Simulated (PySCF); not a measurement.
Correlation energy of Ta⁺ (tantalum, charge +1)

[Xe] 4f14 5d3 6s1, high-spin 5F determinant. All numbers are calculated (PySCF 2.14, scalar relativity through the core potential, in def2-TZVPPD with the def2 core potential (60 electrons) (6s5p3d2f1g, 59 functions)). Frozen: nothing; 12 electrons correlated.

```
  level  correlation energy (mhartree)
   CCSD                        -238.65
    (T)                          -5.29
CCSD(T)                        -243.94
```

Diagnostics: T1 = 0.0076, D1 = 0.0269, largest double amplitude 0.021.

Problem. Is a single reference adequate?

Solution. Yes, within this model without spin-orbit coupling: T1 lies below 0.03 and no double amplitude reaches 0.07.

The basis has no tight functions for the innermost shells, so their pair energies are far from complete.

This basis was not built for core-valence correlation, so the inner-shell part is incomplete.
